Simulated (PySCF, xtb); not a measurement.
CH₃F₅Si₂, SMILES F[Si](F)(C[SiH](F)F)F. Other conformers were not sampled.

Harmonic wavenumbers (cm⁻¹) from GFN2-xTB in xtb at its own minimum, in rising order: 18, 39, 81, 135, 165, 169, 214, 234, 254, 256, 312, 603, 643, 683, 698, 772, 854, 882, 911, 921, 936, 1008, 1153, 1417, 2467, 2975, 3000.

**Question.** What does PBE-D3(BJ)/def2-SVP in PySCF give at its own minimum? (An estimate is asked for; the answer gives what the named calculation found.)

**Answer.** 30, 45, 77, 166, 196, 210, 269, 299, 313, 318, 396, 620, 664, 733, 790, 808, 839, 871, 921, 940, 964, 996, 1055, 1318, 2253, 3000, 3067. Paired by order, the mean absolute difference is 47 cm⁻¹ and the zero-point energies are 31.2 and 31.7 kcal/mol.
